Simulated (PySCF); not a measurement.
# From computed data to an observable: chemical shift, span and skew from a shielding tensor

C₃H₇N, SMILES C/N=C\C. Atoms are numbered in the order given.

```xyz
11

C     -0.5162    -1.5189     0.0000
C      0.6644    -0.5869     0.0000
N      0.7170     0.6845     0.0000
C     -0.4684     1.5020     0.0000
H     -1.4907    -1.0137     0.0000
H     -0.4655    -2.1802    -0.8816
H     -0.4655    -2.1802     0.8816
H      1.6434    -1.1031     0.0000
H     -1.4418     0.9744     0.0000
H     -0.4387     2.1673     0.8797
H     -0.4387     2.1673    -0.8797
```

Coordinates come from a r2SCAN-D4/def2-SVP optimisation. The structure was generated by enumeration; whether it is a known compound was not checked.

GIAO shieldings from PBE/pcSseg-1 (PySCF), non-relativistic, no solvent. The symmetric part of the tensor of N3 has the principal values -479.7, -129.1, 269.5 ppm. The same nucleus in NH3 has σ = 267.0 ppm at this level (PySCF, at its B3LYP-D3(BJ)/def2-TZVP geometry).

Question: Work out the isotropic shielding, the ¹⁵N shift against NH3, the span and the skew.

Answer: 
σ(iso) = (σ11 + σ22 + σ33)/3 = -113.1 ppm. δ = σ(ref) − σ(iso) = 267.0 − (-113.1) = 380.1 ppm.
Span Ω = σ33 − σ11 = 749.2 ppm. Skew κ = 3(σ(iso) − σ22)/Ω = 0.06. Tumbling in solution averages the tensor to δ; in a static solid the shielding alone would spread this spin-1/2 line over Ω.
